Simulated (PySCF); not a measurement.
Al(H)(OH)(nPr) (C₃H₉AlO), SMILES [CH2]([AlH][OH])CC.

Geometry optimised at B3LYP-D3(BJ)/def2-SVP. One conformer was computed; it need not be the lowest.

The numbers are results of PBE/def2-TZVP (PySCF), not measurements.

Isolated molecule, no solvent.

Question: Estimate the frontier levels, gap, dipole moment and polarisability. (Estimate from the structure and the level; the computed values follow.)

Answer: 
```
Item                                                                                                            Value
---------------------------------------------------------------------------------------------  ----------------------
highest occupied level                                                                                       -6.30 eV
lowest empty level                                                                                           -1.28 eV
orbital gap                                                                                                   5.02 eV
dipole moment                                                                                                  0.52 D
quadrupole, principal values (traceless, Buckingham form, about the centre of nuclear charge)   -7.70, 3.34, 4.36 D·Å
mean static polarisability                                                                      69.9 bohr³ (10.36 Å³)
polarisability, principal values                                                               57.5, 65.9, 86.3 bohr³
```
